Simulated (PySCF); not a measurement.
# Radial density of Dy²⁺ (dysprosium, charge +2)

UHF, [Xe] 4f10, one real determinant. Computed with PySCF 2.14 in ANO-RCC-VTZP, with scalar relativity by spin-free X2C-1e.

```tsv
r (bohr)	4πr²ρ (e/bohr)	4πr²(ρα − ρβ)
0.0198	83.56	0.0021
0.0333	80.75	0.0050
0.0560	114.3	0.0071
0.0942	98.04	0.0209
0.158	100.5	0.3106
0.266	67.49	1.9070
0.448	53.15	4.8316
0.754	30.75	4.1669
1.27	11.37	1.3558
2.13	2.672	0.0589
3.59	0.07446	-0.0042
6.03	0.0001321	0.0000
```

Densities and radii are taken from the X2C orbitals without a picture-change correction, which distorts them close to the nucleus.

⟨L²⟩ = 34.03 against 42 for a pure I term, so this real determinant mixes terms. Spin-orbit coupling, absent here, splits the open shell strongly.

(1) Where is the radial spin density 4πr²(ρα − ρβ) most negative, and why is it negative at all?

Results:

(1) Around r = 3.59 bohr, down to -0.0042 e/bohr: exchange with the open shell polarises the paired shells in an unrestricted calculation.
